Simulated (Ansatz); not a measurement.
CH5ClOSSi, SMILES `CO[SiH](S)Cl` at its PBE0-D4/def2-TZVP geometry, where that method's forces vanish. The species carries charge 0 and has multiplicity 1.

```xyz
10

C     0.6952   -1.3737    0.6314
O     0.6995   -0.0965    0.0231
Si   -0.6388    0.7987   -0.1974
S    -0.1354    2.5529   -1.2584
Cl   -1.4282    1.4230    1.5888
H     1.6614   -1.8405    0.4385
H    -0.0933   -2.0137    0.2201
H     0.5521   -1.2865    1.7121
H    -1.6766   -0.0210   -0.8620
H     0.3641    1.8572   -2.2962
```

(1) What forces (eV/Å) does PBE-D4/def2-TZVPP give on these atoms in the Gaussian-basis code of Ansatz? (Estimate.)

## Answers

(1) Ansatz gave: 
```
C1  -0.005 -0.214  0.096
O2   0.485  0.151 -0.154
Si3 -0.287  0.121 -0.136
S4  -0.027  0.349  0.071
Cl5 -0.133  0.106  0.268
H6   0.206 -0.115 -0.032
H7  -0.166 -0.157 -0.074
H8  -0.029 -0.003  0.238
H9  -0.134 -0.107 -0.080
H10  0.090 -0.131 -0.196
```
